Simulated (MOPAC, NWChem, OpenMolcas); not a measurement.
**GeS (germanium sulfide): the dipole moment, rung by rung**

GeS has 2 atoms, charge 0, and is taken as a singlet. SMILES: `[S+]#[Ge-]`. The bond length is the measured one.

```xyz
2

S     0.0000    0.0000    0.0000
Ge    0.0000    0.0000    2.0121
```

Each level gives the dipole moment (D). The values are calculated.

```tsv
level	kind	program	value (D)	CPU time
PM7	semi-empirical	MOPAC	3.81	under 2 s
HF/aug-cc-pVTZ	Hartree–Fock	OpenMolcas	2.79	17 s
SVWN5/aug-cc-pVTZ	LDA	OpenMolcas	1.91	22 s
PBE/aug-cc-pVTZ	GGA	OpenMolcas	1.98	27 s
M06-L/aug-cc-pVTZ	meta-GGA	NWChem	2.24	5.4 min
PBE0/aug-cc-pVTZ	global hybrid	OpenMolcas	2.21	29 s
wB97X/aug-cc-pVTZ	range-separated hybrid	NWChem	2.47	8.7 min
```

All-electron rows without a relativistic Hamiltonian named are non-relativistic. The values span 1.91 to 3.81 D. CPU times are rough (shared hosts, several kinds of processor): they show what a rung costs within a factor of a few.
